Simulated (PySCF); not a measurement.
Si(H)(Br)2(NH2), SMILES [SiH](Br)(Br)N (H3Br2NSi), PBE0/def2-SVP optimised geometry.

```
7

Si    -0.15    -0.95     0.00
N     -0.91     0.58     0.00
Br    -0.76    -2.04     1.84
Br    -0.76    -2.04    -1.84
H      1.33    -0.95     0.00
H     -1.32     0.95     0.84
H     -1.33     0.95    -0.84
```

Density from PBE0/def2-TZVP in PySCF 2.14.0 at that geometry.

Minimum of the electron density along straight lines between bonded atoms, close to the bond critical point (lines longer than 1.1 times the sum of covalent radii, or with two minima, are not listed):

| bond | length / Å | ρ at the minimum / e bohr⁻³ | ∇²ρ there / e bohr⁻⁵ | position (fraction from the first atom) |
|---|---|---|---|---|
| Si1–N2 | 1.706 | ___ | 0.60 | 0.40 |
| Si1–Br3 | 2.226 | 0.089 | 0.08 | 0.35 |
| Si1–Br4 | 2.226 | 0.089 | 0.08 | 0.35 |
| Si1–H5 | 1.481 | ___ | ___ | 0.49 |
| N2–H6 | 1.013 | 0.331 | -1.66 | 0.74 |
| N2–H7 | 1.013 | 0.331 | -1.66 | 0.74 |

Q: What belongs in the gaps?

A: 
- Si1–N2, ρ at the minimum / e bohr⁻³: 0.139
- Si1–H5, ρ at the minimum / e bohr⁻³: 0.128
- Si1–H5, ∇²ρ there / e bohr⁻⁵: 0.12
